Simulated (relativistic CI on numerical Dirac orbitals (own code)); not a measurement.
Crystal-field levels of Fe2+, 3d6

Calculated by Dirac-Coulomb-Breit CI, orbitals from a KLI potential per configuration, QED by a radiative potential, valence Slater integrals scaled by 0.85, one configuration in a parametric crystal field (own radial code).

Field parameters in Wybourne normalisation: Oh B⁴₀ = 21Dq, B⁴₄ = √(5/14) B⁴₀. The field is a parameter set, without covalency.

S and J are read from ⟨S²⟩ = S(S + 1) and ⟨J²⟩ = J(J + 1) of each level; they are not fictitious spins.

Oh, 10Dq = 3250 cm⁻¹, the lowest 16 levels:

```
E (cm⁻¹)  Degeneracy  Irrep     S     J
     0.0           3     T2  2.00  3.82
     175           2      E  2.00  3.46
     195           3     T1  2.00  3.39
     425           1     A1  2.00  2.87
     478           3     T1  2.00  2.60
     514           3     T2  2.00  2.43
    3574           1     A2  2.00  3.00
    3587           3     T2  2.00  2.90
    3599           2      E  2.00  2.79
    3614           3     T1  2.00  2.66
    3629           1     A1  2.00  2.53
   17084           2      E  1.00  4.94
   17114           3     T2  1.00  4.87
   17437           1     A1  0.99  4.06
   17440           3     T1  1.00  4.38
   18547           1     A2  1.00  5.73
```

Oh, 10Dq = 5850 cm⁻¹, the lowest 10 levels:

```json
{"E (cm⁻¹)": "0.0", "Degeneracy": "3", "Irrep": "T2", "S": "2.00", "J": "3.80"}
{"E (cm⁻¹)": "184", "Degeneracy": "2", "Irrep": "E", "S": "2.00", "J": "3.38"}
{"E (cm⁻¹)": "200", "Degeneracy": "3", "Irrep": "T1", "S": "2.00", "J": "3.34"}
{"E (cm⁻¹)": "451", "Degeneracy": "1", "Irrep": "A1", "S": "2.00", "J": "2.66"}
{"E (cm⁻¹)": "486", "Degeneracy": "3", "Irrep": "T1", "S": "2.00", "J": "2.51"}
{"E (cm⁻¹)": "510", "Degeneracy": "3", "Irrep": "T2", "S": "2.00", "J": "2.40"}
{"E (cm⁻¹)": "6167", "Degeneracy": "1", "Irrep": "A2", "S": "2.00", "J": "3.00"}
{"E (cm⁻¹)": "6172", "Degeneracy": "3", "Irrep": "T2", "S": "2.00", "J": "2.94"}
{"E (cm⁻¹)": "6176", "Degeneracy": "2", "Irrep": "E", "S": "2.00", "J": "2.88"}
{"E (cm⁻¹)": "6182", "Degeneracy": "3", "Irrep": "T1", "S": "2.00", "J": "2.82"}
```

Oh, 10Dq = 8450 cm⁻¹, the lowest 16 levels:

| E (cm⁻¹) | Degeneracy | Irrep | S | J |
| --- | --- | --- | --- | --- |
| 0.0 | 3 | T2 | 2.00 | 3.79 |
| 187 | 2 | E | 2.00 | 3.35 |
| 201 | 3 | T1 | 2.00 | 3.32 |
| 457 | 1 | A1 | 2.00 | 2.57 |
| 487 | 3 | T1 | 2.00 | 2.47 |
| 507 | 3 | T2 | 2.00 | 2.39 |
| 8762 | 1 | A2 | 2.00 | 3.00 |
| 8763 | 3 | T2 | 2.00 | 2.96 |
| 8765 | 2 | E | 2.00 | 2.92 |
| 8767 | 3 | T1 | 2.00 | 2.87 |
| 8769 | 1 | A1 | 2.00 | 2.83 |
| 12628 | 2 | E | 1.00 | 4.38 |
| 12656 | 3 | T2 | 1.00 | 4.33 |
| 12684 | 1 | A1 | 0.86 | 4.04 |
| 13001 | 3 | T1 | 1.00 | 4.03 |
| 14767 | 1 | A1 | 0.32 | 4.63 |

Oh, 10Dq = 11050 cm⁻¹, the lowest 10 levels:

```csv
E (cm⁻¹),Degeneracy,Irrep,S,J
0.0,3,T2,2.00,3.79
187,2,E,2.00,3.33
200,3,T1,2.00,3.31
456,1,A1,2.00,2.53
484,3,T1,2.00,2.45
504,3,T2,2.00,2.39
9014,1,A1,0.31,4.54
10258,2,E,1.00,4.29
10285,3,T2,1.00,4.24
10629,3,T1,1.00,3.97
```

Oh, 10Dq = 13650 cm⁻¹, the lowest 16 levels:

```tsv
E (cm⁻¹)	Degeneracy	Irrep	S	J
0.0	3	T2	2.00	3.78
184	2	E	2.00	3.32
199	3	T1	2.00	3.30
447	1	A1	1.99	2.50
478	3	T1	2.00	2.44
499	3	T2	2.00	2.39
4304	1	A1	0.09	4.65
7848	2	E	1.00	4.23
7876	3	T2	1.00	4.19
8218	3	T1	1.01	3.93
8537	1	A1	0.98	3.85
12660	3	T1	1.00	4.26
12717	2	E	1.01	4.25
12942	3	T2	1.01	4.37
13048	1	A2	1.02	4.51
13941	1	A1	2.00	2.90
```

The free-ion ground term has S = 2. Every field shown keeps that spin.

Levels of this model without a field, named by their leading LS term: 5D_4 0, 5D_3 420, 5D_2 715, 5D_1 904, 5D_0 996, 3H_6 18845, 3H_5 19092, 3H_4 19278 cm⁻¹.
